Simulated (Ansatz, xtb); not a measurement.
# Relative energy of two conformers of CH4FO2Si

Structure X is `CO[Si](O)F`, a doublet and structure Y is `CO[Si](O)F`, a doublet. Both are isolated molecules in the gas phase, relaxed with B3LYP-D3(BJ)/def2-SVP.

X (Å):

```xyz
9

C     1.8244    1.8219   -0.4469
F    -0.8623    1.7876    2.4699
O     0.8046    2.1175    0.4870
O     0.5885   -0.3077    1.5561
Si   -0.2742    1.0550    1.1411
H     2.5773    2.6233   -0.3996
H     2.3163    0.8601   -0.2238
H     1.4255    1.7851   -1.4761
H     0.0891   -1.0735    1.8654
```

Y (Å):

```tsv
atom	x (Å)	y (Å)	z (Å)
C	-1.4106	0.5877	0.3539
F	1.4267	-0.5064	-0.8985
O	-0.1518	0.5392	0.9968
O	2.4832	0.1960	1.3927
Si	1.3395	0.6216	0.2729
H	-1.6403	1.6035	-0.0142
H	-1.4601	-0.1131	-0.4973
H	-2.1828	0.3042	1.0849
H	2.4349	0.6400	2.2489
```

Energies in hartree; the thermal terms are from B3LYP-D3(BJ)/def2-SVP harmonic frequencies (ideal gas, rigid rotor, one conformer each, 298.15 K, 1 atm) and include the zero-point energy:

|  | X | Y |
| --- | --- | --- |
| E, CCSD(T)/def2-SVP | −578.887984 | −578.887715 |
| E, MP2/def2-SVP | −578.840847 | −578.840530 |
| E, MP2/def2-TZVPP | −579.548189 | −579.547739 |
| zero-point energy | 0.058892 | 0.058527 |
| H(298 K) − E | 0.066933 | 0.066796 |
| G(298 K) − E | 0.026649 | 0.025607 |

Q: Correct the CCSD(T) difference for the basis set by the MP2 change, then work out ΔE, ΔE₀, ΔH and ΔG for X → Y in kJ/mol (1 Eh = 2625.50 kJ/mol) and the equilibrium ratio [Y]/[X].

A: 1. Differences Y − X: CCSD(T) +0.000269, MP2 in the small set +0.000317, MP2 in the large set +0.000450 Eh.
2. ΔE = +0.000269 + (+0.000450 − (+0.000317)) = +0.000402 Eh = +1.06 kJ/mol.
3. ΔE₀ = ΔE + ΔZPE = +0.000402 + (−0.000365) Eh = +0.10 kJ/mol.
4. ΔH = ΔE + (−0.000137) Eh = +0.70 kJ/mol.
5. ΔG = ΔE + (−0.001042) Eh = −1.68 kJ/mol, so ΔS = (ΔH − ΔG)/T = +8.0 J/(mol K).
6. kT = 0.9442 mEh, so K = [Y]/[X] = exp(−ΔG/kT) = exp(+0.68) ≈ 2.

The two are too close for this level to say which is favoured. An error of 4 kJ/mol in ΔG would change K by a factor of 5. Mirror images and further conformers aren't counted.

Other levels gave ΔE = +0.9 (B3LYP-D3(BJ)/def2-SVP); −0.2 (HF/def2-SVP); +0.8 (MP2/def2-SVP); +0.7 (CCSD(T)/def2-SVP) kJ/mol. Open shells are spin-unrestricted. The correlated steps freeze 9 core orbitals. Programs: Ansatz 0.2.0.
